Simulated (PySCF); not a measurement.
Computed shifts of a molecule CH11NOSi3, B3LYP/pcSseg-1 run with PySCF, GIAO, gas phase, atoms alike by connectivity averaged where their shifts nearly agree, in ppm (number of nuclei): ¹³C: 4.1 (1). ²⁹Si: -9.6 (1), -43.3 (1), -103.5 (1). ¹⁵N: 47.2 (1). ¹H: 5.59 (1), 4.95 (2), 3.51 (3), 1.47 (2), 0.78 (3). References: ¹³C against TMS (σ = 181.3 ppm); ²⁹Si against TMS (σ = 338.7 ppm); ¹⁷O against H2O (σ = 333.8 ppm); ¹⁵N against NH3 (σ = 265.5 ppm); ¹H against TMS (σ = 31.68 ppm), references at their B3LYP-D3(BJ)/def2-TZVP geometries, non-relativistic. Coordinates come from a B3LYP-D3(BJ)/def2-SVP optimisation. The values are those of a single conformer.

Task: Which molecule gave these data?
A. NC[SiH2][SiH2][SiH2]O
B. C[Si@@H]([SiH3])O[SiH2]N
C. CN([SiH3])[SiH2]O[SiH3]
D. C[Si@](N)(O)[SiH2][SiH3]

Result: B, C[Si@@H]([SiH3])O[SiH2]N
